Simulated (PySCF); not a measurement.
# A small calculation by hand: dipole moment from atomic charges

Al(H)(OH)(OMe) (CH₅AlO₂), SMILES C[O][AlH][OH]. Atoms are numbered in the order given.

```xyz
9

Al    -0.5587     0.7414     0.0000
H     -1.9833     1.4158     0.0000
O      0.8125     1.7730     0.0000
H      1.7384     1.4873     0.0000
O     -0.4823    -0.9662     0.0000
C      0.4520    -2.0056     0.0000
H      0.3217    -2.6551     0.8959
H      0.3217    -2.6551    -0.8959
H      1.5114    -1.6520     0.0000
```
Charge 0, spin multiplicity 1.

Geometry: PBE-D3(BJ)/def2-SVP. One conformer was computed; it need not be the lowest.

Charges (e) from HF/def2-TZVP run with PySCF:

| atom | ESP fit | Mulliken |
|---|---|---|
| Al1 | 1.281 | 0.811 |
| H2 | -0.326 | -0.123 |
| O3 | -0.931 | -0.700 |
| H4 | 0.454 | 0.338 |
| O5 | -0.694 | -0.514 |
| C6 | 0.159 | -0.083 |
| H7 | 0.034 | 0.099 |
| H8 | 0.034 | 0.099 |
| H9 | -0.011 | 0.074 |

The dipole moment of the full density is 2.27 D.

Q: What dipole moment does each set of point charges give, and which comes closer to that of the density?

A: 
μ = Σ q r, and 1 e Å = 4.8032 D.
ESP fit: Σ q r = (0.375, -0.298, 0.000) e Å, |μ| = 2.30 D.
Mulliken: Σ q r = (0.196, -0.296, 0.000) e Å, |μ| = 1.70 D.
ESP fit comes closer in size. Point charges leave out the atoms' own dipoles (lone pairs, polarised bonds); fits to the potential absorb them, partitions of the density don't.
